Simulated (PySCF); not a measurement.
Input of a run (PBE0-D3(BJ)/def2-SVP geometry optimisation, gas phase (PySCF 2.14.0)), started from GFN2-xTB:
```
{"job": {"xc": "PBE0", "basis": "def2-SVP", "d3": "d3bj", "grid": 1, "maxiter": 40, "shake": 0.03, "kind": "geom"}, "charge": 0, "multiplicity": 1}
Si     2.025950     1.540850    -0.867090
Ge     0.168260     1.807230     0.620600
Si    -1.923950     0.708120     0.240250
Si    -1.361050    -1.440120    -0.506240
Si     0.341160    -2.514020     0.470780
H      1.974500     2.740310    -1.842280
H      3.298000     1.561130    -0.221170
H      1.850010     0.393510    -1.662070
H     -0.060780     3.310230     0.971650
H      0.680670     1.414700     2.034430
H     -2.676610     0.713410     1.533400
H     -2.640420     1.520720    -0.654440
H     -2.761680    -2.234870    -0.398260
H     -1.300800    -1.379550    -1.932710
H      1.337940    -2.998210    -0.455500
H     -0.029200    -3.613970     1.332260
H      1.049460    -1.530060     1.396650
```

Output (energies in Eh, forces in Eh/bohr):
```
step   0  E = -3240.78122062  max force = 0.065059
step   1  E = -3240.80689574  max force = 0.017278
step   2  E = -3240.81048506  max force = 0.006084
step   3  E = -3240.81147907  max force = 0.002348
step   4  E = -3240.81165408  max force = 0.001459
step   5  E = -3240.81180815  max force = 0.000902
step   6  E = -3240.81188446  max force = 0.001029
step   7  E = -3240.81200467  max force = 0.001066
step   8  E = -3240.81211248  max force = 0.000887
step   9  E = -3240.81229152  max force = 0.001600
step  10  E = -3240.81266453  max force = 0.002877
step  11  E = -3240.81283963  max force = 0.002788
step  12  E = -3240.81313291  max force = 0.001774
step  13  E = -3240.81332911  max force = 0.000827
step  14  E = -3240.81339429  max force = 0.000985
step  15  E = -3240.81343073  max force = 0.000688
step  16  E = -3240.81346344  max force = 0.000527
step  17  E = -3240.81349745  max force = 0.000400
step  18  E = -3240.81354890  max force = 0.000693
step  19  E = -3240.81361842  max force = 0.000741
step  20  E = -3240.81367284  max force = 0.000519
step  21  E = -3240.81369332  max force = 0.000251
step  22  E = -3240.81370221  max force = 0.000174
optimisation converged
```

Q: Summarise the run.

A: The energy falls by 20.4 kcal/mol over 23 energy and gradient evaluations, the largest force component goes from 0.0651 to 1.7e-04 Eh/bohr, and the atoms move by 0.661 Å rms after alignment. The bond that changes most is Si4–H13 (ends: silicon bonded to 2 Si and 2 H; hydrogen on silicon), which shortens by 0.117 Å. Bonds longer at the end by more than 0.005 Å: 7 of 16; shorter: 7. Among the angles that change most is Si1–Ge2–Si3, from 121.9° to 108.2°. Among the dihedrals that turn most is H14–Si4–Si5–H15, from 2° to -56°. The energy never rose by more than 1e-6 Eh on the way. The first step brought 79 % of the lowering.

Q: What are the final bond lengths?

A: Si1–Ge2 2.383 Å, Si1–H6 1.495 Å, Si1–H7 1.495 Å, Si1–H8 1.495 Å, Ge2–Si3 2.388 Å, Ge2–H9 1.542 Å, Ge2–H10 1.542 Å, Si3–Si4 2.344 Å, Si3–H11 1.497 Å, Si3–H12 1.497 Å, Si4–Si5 2.345 Å, Si4–H13 1.497 Å, Si4–H14 1.498 Å, Si5–H15 1.495 Å, Si5–H16 1.496 Å, Si5–H17 1.496 Å. Numbering counts from 1 in the input's order; the species is n-SiGeSiSiSiH12, GeH12Si4.

The run used 164 basis functions and 134 SCF cycles in all. Time: 5.8 min; peak memory 0.72 GiB. Hardware: Arm Neoverse V2, one thread (shared host).

Stationary, but not proved a minimum. The numbers are those of one conformer.
